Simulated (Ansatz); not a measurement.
Reaction (substitution at a C–S bond): `BSC(=N)[SiH3]` + H₂Se → `N=C([SiH3])[SeH]` + `BS`

Calculated with Ansatz (gas phase, PBE0-D4/def2-TZVP geometries, no zero-point term in ΔE). CCSD(T)/CBS adds triple-zeta CCSD(T) − MP2 to the extrapolated MP2 energy (def2 sets, frozen cores). This one scheme is used for every species. Functionals use def2-TZVPP. For Se outer-core shells are correlated without core-valence functions, which leaves a few kJ/mol of doubt a bond. Scalar relativity is left out up to krypton. One conformer a species, not always the lowest.

(1) Is it downhill or uphill in electronic energy at CCSD(T)/CBS, and by how much? (An estimate is asked.)

(2) What do these levels give: ωB97X-V, PBE, HF/def2-TZVPP, CCSD/def2-TZVPP, HF/CBS(def2), MP2/CBS(def2)? (Best estimate.)

Largest T1 diagnostic among the species: 0.015.

## Answers

(1) The calculation gave: Nearly level: ΔE = +0.6 kJ/mol.

(2) The calculation gave: ωB97X-V 0.7, PBE -2.6, HF/def2-TZVPP -3.0, CCSD/def2-TZVPP -2.5, HF/CBS(def2) -3.1, MP2/CBS(def2) -0.8 kJ/mol.

The D4 term adds +3.5 kJ/mol with B3LYP and +2.1 kJ/mol with PBE0; it sums over pairs of atoms, weighted by their polarisabilities, and B3LYP, whose exchange is more repulsive, gets the larger term.

B3LYP here is the variant with VWN-RPA as its local correlation; programs differ in this.
